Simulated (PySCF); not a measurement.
Job file and geometry (Å, from GFN2-xTB) of an NMR shielding run on `[CH3][AlH-]([CH3])[S@+](C)/C=C\F`, C5H12AlFS, GIAO PBE0/pcSseg-1 NMR shielding, non-relativistic, gas phase in PySCF 2.14.0, density-fitted response routines; density fitting, a coarse starting grid and PySCF grid level 2 are the driver's defaults:

```
$ OMP_NUM_THREADS=1 python probes_run.py task.json out

{"job": {"kind": "nmr", "xc": "PBE0", "basis": "pcSseg-1"}, "charge": 0, "multiplicity": 1}
C     -1.909009     2.072431    -0.210622
Al    -1.477547     0.134113    -0.413727
C     -1.232560    -1.139804     1.110323
S      0.914147     0.529205    -1.227407
C      1.172093    -1.226946    -1.575274
C      1.571971     0.792990     0.374341
C      2.271934     0.006545     1.176814
F      2.612155    -1.263975     0.900250
H     -1.315771     2.618417     0.534238
H     -2.954342     2.210606     0.090006
H     -1.796268     2.623300    -1.153288
H     -1.750582    -0.537485    -1.801776
H     -1.658999    -2.116509     0.844311
H     -1.838674    -0.779302     1.952069
H     -0.242795    -1.348888     1.530139
H      2.224463    -1.473874    -1.491042
H      0.835560    -1.372145    -2.597544
H      0.566688    -1.827782    -0.899574
H      1.372039     1.798936     0.705407
H      2.630348     0.310845     2.149322
```

Question: Write the output of this run.

Answer: 
```
coarse grid: 17208 points
cycle   1  E = -937.3813705978  dE =  5.379e-01  |g| = 6.509e-01  |ddm| = 3.904e+00
cycle   2  E = -937.3404630002  dE =  4.091e-02  |g| = 7.938e-01  |ddm| = 1.163e+00
cycle   3  E = -937.4798452309  dE = -1.394e-01  |g| = 7.542e-02  |ddm| = 6.698e-01
cycle   4  E = -937.4806210206  dE = -7.758e-04  |g| = 3.553e-02  |ddm| = 6.559e-02
cycle   5  E = -937.4808663816  dE = -2.454e-04  |g| = 5.585e-03  |ddm| = 3.004e-02
cycle   6  E = -937.4808740152  dE = -7.634e-06  |g| = 1.486e-03  |ddm| = 8.745e-03
final grid: 155744 points
cycle   7  E = -937.5369021517  dE = -3.639e-05  |g| = 1.073e-02  |ddm| = 2.996e-02
cycle   8  E = -937.5368819889  dE =  2.016e-05  |g| = 1.412e-02  |ddm| = 2.117e-02
cycle   9  E = -937.5369303214  dE = -4.833e-05  |g| = 1.176e-03  |ddm| = 1.264e-02
cycle  10  E = -937.5369306113  dE = -2.899e-07  |g| = 3.234e-04  |ddm| = 1.150e-03
cycle  11  E = -937.5369306346  dE = -2.334e-08  |g| = 1.215e-04  |ddm| = 3.301e-04
cycle  12  E = -937.5369306372  dE = -2.619e-09  |g| = 4.004e-05  |ddm| = 1.137e-04
cycle  13  E = -937.5369306376  dE = -3.408e-10  |g| = 5.737e-06  |ddm| = 4.406e-05
converged SCF energy = -937.5369306376

GIAO shielding tensors (ppm)
atom      isotropic    diamagn.    paramagn.     s11        s22        s33       span
  0 C      195.920     251.227     -55.306    190.852    196.815    200.094      9.241
  1 Al     375.206     796.808    -421.602    336.147    364.355    425.115     88.967
  2 C      197.574     252.115     -54.542    189.714    196.976    206.030     16.316
  3 S      523.932    1060.138    -536.206    437.989    453.335    680.472    242.483
  4 C      163.291     253.887     -90.596    150.652    158.836    180.384     29.732
  5 C       79.637     264.317    -184.680    -13.270    101.706    150.474    163.745
  6 C       26.512     247.238    -220.726    -68.114     70.070     77.582    145.695
  7 F      306.744     475.626    -168.883    200.696    273.558    445.977    245.280
  8 H       32.168      32.243      -0.076     27.723     30.990     37.791     10.068
  9 H       32.100      29.127       2.972     27.417     28.544     40.339     12.922
 10 H       31.978      30.594       1.384     27.267     29.669     38.998     11.730
 11 H       27.343      31.296      -3.953     24.100     26.154     31.775      7.675
 12 H       31.887      30.526       1.361     27.664     28.293     39.704     12.040
 13 H       32.062      30.755       1.306     27.620     28.911     39.654     12.034
 14 H       32.095      33.627      -1.532     27.035     30.751     38.498     11.463
 15 H       28.641      30.335      -1.694     23.379     26.838     35.705     12.326
 16 H       29.535      30.585      -1.050     24.941     26.084     37.580     12.639
 17 H       28.602      32.851      -4.249     23.477     29.189     33.140      9.663
 18 H       26.925      33.376      -6.450     23.972     25.955     30.849      6.877
 19 H       24.497      28.873      -4.377     21.640     24.138     27.713      6.073
```

Size and cost of the density-fitted run: 210 basis functions, 2.3 min wall time on 1 thread of an Intel Xeon, shared host; peak memory 1 GiB.
